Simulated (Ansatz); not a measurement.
A nudged elastic band was laid between two geometries of CH$_{6}$BNSi (10 atoms, charge 0, multiplicity 1).

These are results of Ansatz 0.2.0, RKS BHLYP/def2-SVP, not measurements.

| Item | Value |
| --- | --- |
| movable images | 5 |
| climbing image | yes |
| spring | 5.0 eV/Å² |
| optimiser | quadratic models (default) |
| start path | through a guess of the saddle point |
| force threshold | 0.05 eV/Å |
| iteration limit | 60 |
| end points | relaxed |

Image 0:

```xyz
10
Properties=species:S:1:pos:R:3
N -1.542 0.466 -1.030
B -0.421 0.199 -0.283
C 0.395 -1.035 0.224
Si 1.141 0.623 0.804
H -1.870 1.398 -1.214
H -2.108 -0.258 -1.442
H -0.065 -1.685 0.972
H 0.957 -1.614 -0.513
H 1.062 0.914 2.251
H 2.452 0.991 0.231
```

Image 6:

```xyz
10
Properties=species:S:1:pos:R:3
N -1.543 0.466 -1.030
B -0.421 0.199 -0.284
C 0.395 -1.035 0.224
Si 1.140 0.623 0.804
H -2.108 -0.258 -1.443
H -1.869 1.398 -1.213
H -0.065 -1.685 0.972
H 0.958 -1.613 -0.512
H 1.062 0.914 2.251
H 2.452 0.991 0.231
```

Problem. Which bonds break or form, and what moves?

Solution. No bond is made or broken. The dihedral H6–N1–B2–C3 goes from 0 to 180°. The two ends are copies of one structure, up to a mirror image or an exchange of like atoms.

Problem. What energy profile does the band end with?

Solution. The forces met the threshold. The highest image is number 3 of 0 to 6, 119.8 kJ/mol above the ends, which have the same energy within 2 meV. A vibrational analysis at the climbing image gives 2 clearly imaginary modes (650i, 219i cm⁻¹): a point of higher order, so a lower path passes nearby.

```
image  path coordinate (Å)  energy (kJ/mol)  dihedral H6–N1–B2–C3 (°)
    0                 0.00              0.0                         0
    1                 0.68             12.9                        19
    2                 1.36             73.7                        72
    3                 2.03            119.8                       123
    4                 2.70             74.4                       149
    5                 3.37             13.3                       167
    6                 4.04              0.0                       180
```

Problem. What is the geometry of the highest image?

Solution. 
```xyz
10
Properties=species:S:1:pos:R:3
N -1.657 0.214 -1.112
B -0.462 0.058 -0.320
C 0.485 -1.062 0.164
Si 1.047 0.639 0.836
H -1.482 0.872 -1.865
H -2.374 0.674 -0.560
H 0.071 -1.813 0.844
H 1.102 -1.544 -0.601
H 0.927 0.835 2.297
H 2.344 1.126 0.318
```

The run took 2.4 min on 1 thread of Arm Neoverse V1 (shared host), peak memory 0.17 GiB.
